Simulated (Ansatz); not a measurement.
Frontier orbitals of C$_{3}$H$_{11}$BSe.

Z-matrix (Å, degrees):
```
C
B 1 1.576
H 1 1.093 2 114.2
H 1 1.093 2 114.2 3 126.6
H 1 1.101 2 106.5 3 -116.7
C 2 1.576 1 119.4 3 -161.1
C 2 1.576 1 119.4 3 34.5
H 6 1.093 2 114.2 1 34.3
H 6 1.093 2 114.1 1 160.7
H 6 1.100 2 106.7 1 -82.5
H 7 1.093 2 114.2 1 -34.3
H 7 1.100 2 106.7 1 82.5
H 7 1.093 2 114.1 1 -160.7
Se 2 3.053 1 95.7 3 -63.3
H 14 1.467 2 93.8 1 -45.8
H 14 1.467 2 93.8 1 45.7
```

Charge 0, multiplicity 1. Correlated methods include outer-core shells of Se, which these sets cover unevenly. Scalar relativity is left out up to krypton. The bonds changed during the relaxation, so this is another structure than the one it started from. Geometry: relaxed with PBE0-D4/def2-TZVP. It is one conformer, not always the lowest. Basis def2-TZVPP, the Gaussian-basis code of Ansatz.

```csv
functional,HOMO (eV),LUMO (eV)
revPBE,-6.10,-0.97
```

**Question.** Give HOMO and LUMO (eV) with LDA (SPW92), PBE, BLYP, r2SCAN, B97M-V, PBE0, B3LYP, r2SCANh, r2SCAN0, HSE06 (plane-wave form), BHLYP, CAM-B3LYP, LC-ωPBE, ωB97X-V, ωB97M-V. (Best estimate.)

**Answer.** Ansatz gave: 
```csv
functional,HOMO,LUMO
LDA (SPW92),-6.29,-1.15
PBE,-6.16,-1.03
BLYP,-6.00,-0.97
r2SCAN,-6.42,-0.76
B97M-V,-6.50,-0.83
PBE0,-7.30,-0.09
B3LYP,-7.07,-0.38
r2SCANh,-6.84,-0.42
r2SCAN0,-7.48,0.07
HSE06 (plane-wave form),-6.91,-0.48
BHLYP,-8.32,0.78
CAM-B3LYP,-8.59,0.92
LC-ωPBE,-9.95,2.19
ωB97X-V,-9.61,1.98
ωB97M-V,-9.48,1.65
```

B3LYP here is the variant with VWN-RPA as its local correlation; programs differ in this. LC-ωPBE has ω = 0.4 bohr⁻¹. Positive LUMOs are unbound and depend on the basis.
